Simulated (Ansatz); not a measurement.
Geometry optimisation, UKS PBE/def2-SVP in Ansatz 0.2.0.

The input (input.yaml):

```yaml
crystal:
  periodic: [false, false, false]
  atoms:
    - { symbol: Ta, position_ang: [0.0, 0.0, 0.0] }
    - { symbol: Cl, position_ang: [2.72, 0.0, 0.0] }
    - { symbol: O, position_ang: [0.0, 0.0, 2.02] }
    - { symbol: H, position_ang: [-0.2547, -0.9174, 2.3571] }
    - { symbol: O, position_ang: [0.0, 0.0, -2.02] }
    - { symbol: H, position_ang: [-0.6343, -0.71, -2.3571] }
    - { symbol: O, position_ang: [-1.01, 1.7493, 0.0] }
    - { symbol: H, position_ang: [-1.4859, 1.8638, 0.8834] }
    - { symbol: O, position_ang: [-1.01, -1.7493, 0.0] }
    - { symbol: H, position_ang: [-1.6563, -1.7655, 0.776] }
    - { symbol: F, position_ang: [4.52, 0.0, 0.0] }
magnetization:
  spin_polarized: true
  initial_magnetization: 1
basis:
  gaussian: { orbitals: def2-SVP }
hamiltonian:
  xc: pbe
relax:
  f_tol: 0.15
  max_steps: 25
  restrain:
    - { distance: [1, 10], at: 1.5, k: 30.0 }
    - { distance: [0, 1], at: 3.67, k: 30.0 }
```

Launched with:

```bash
$ ansatz run input.yaml --threads 4 --pin off --max-ram 5120MiB --backend cpu --events-out ev --progress --plain --runs-dir out
```

Where does it end, and by what steps?

The forces met the threshold. The restraints hold the end off the free minimum. After 20 steps the energy has fallen by 0.325 eV (the restraints' own energy left out); H4 moved furthest, 1.68 Å.

```tsv
step	energy less start (eV)	largest force component (eV/Å)	accepted
0	0.0000	3.356	yes
1	0.4027	3.388	yes
2	0.9913	5.479	yes
3	0.4981	3.485	yes
4	0.2819	3.507	yes
5	0.1282	3.612	yes
6	0.0555	3.783	yes
7	-0.0315	3.861	yes
8	-0.1892	3.128	yes
9	-0.2282	3.562	yes
10	-0.2743	3.601	yes
11	-0.3207	3.593	yes
12	-0.2730	4.551	yes
13	-0.3109	4.174	yes
14	-0.3106	4.182	yes
15	-0.3084	4.181	yes
16	-0.3085	4.182	yes
17	-0.3312	3.906	yes
18	-0.3543	3.922	no
19	-0.2985	4.269	no
20	-0.3246	4.043	yes
```

```xyz
11
Properties=species:S:1:pos:R:3
Ta -0.717 -0.087 -0.029
Cl 2.930 -0.306 0.081
O 0.192 -0.178 1.650
H 1.163 -0.237 1.769
O -0.385 -0.088 -1.903
H 0.401 -0.133 -2.473
O -1.420 1.689 0.146
H -1.787 2.137 0.927
O -1.661 -1.753 0.102
H -2.029 -2.181 0.895
F 4.502 -0.392 0.494
```

The run took 41 s on 4 threads of Intel(R) Xeon(R) 6975P-C (Granite Rapids) (shared host), peak memory 0.28 GiB.
